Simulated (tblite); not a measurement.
Start geometry of `[SiH3]N[SiH]1OCCO1` from a force field or distance geometry (Å):
```
atom  x, y, z in Å
Si1    2.5635    0.1445    0.6178
N2     1.6749   -1.0753   -0.3224
Si3   -0.0331   -0.7932   -0.4743
O4    -0.8251   -0.9277    1.0473
C5    -1.9248   -0.1510    0.8514
C6    -1.6357    1.0085   -0.0188
O7    -0.4878    0.8325   -0.7620
H8     2.4773   -0.2675    2.0408
H9     1.9297    1.4751    0.5479
H10    3.9694    0.2483    0.2868
H11    2.1682   -1.4271   -1.1526
H12   -0.7280   -1.6041   -1.4723
H13   -2.7462   -0.7840    0.4403
H14   -2.2892    0.2300    1.8282
H15   -2.4743    1.1146   -0.7491
H16   -1.6464    1.9853    0.5471
```

Problem. What comes out of this run: GFN2-xTB geometry optimisation, gas phase in tblite?

Solution. 
```
atom  x, y, z in Å
Si1    2.4844    0.2343    0.7225
N2     1.6211   -0.7493   -0.4161
Si3   -0.0766   -0.8323   -0.6401
O4    -0.8717   -1.0547    0.7766
C5    -1.9316   -0.1574    0.9090
C6    -1.6819    1.0223   -0.0558
O7    -0.7660    0.6044   -1.0225
H8     2.2807   -0.2327    2.0991
H9     2.0278    1.6204    0.5992
H10    3.8892    0.0932    0.3326
H11    2.1477   -1.4317   -0.9284
H12   -0.4144   -1.8248   -1.6448
H13   -2.8644   -0.6692    0.6473
H14   -1.9862    0.1750    1.9484
H15   -2.6062    1.3322   -0.5511
H16   -1.2597    1.8792    0.4803
```

The energy falls by 0.702 eV over 79 L-BFGS steps, the largest force on an atom goes from 3.02 to 0.008 eV/Å, and the atoms move by 0.280 Å rms after alignment. The bond that changes most is Si3–O4 (oxygen-bound silicon to silyl ether oxygen), which shortens by 0.081 Å. Bonds longer at the end by more than 0.005 Å: 4 of 16; shorter: 12. Among the angles that change most is Si1–N2–Si3, from 115.2° to 127.3°. Among the dihedrals that turn most is H11–N2–Si3–H12, from 27° to -5°. Rotational constants go from 3534, 1186, 1146 to 3351, 1178, 1150 MHz. The orientation of the end geometry is arbitrary; only internal coordinates are fixed.

Its GFN2-xTB frequencies are all real (lowest 25 cm⁻¹). One conformer, not necessarily the lowest.

All values are computed, not measured.
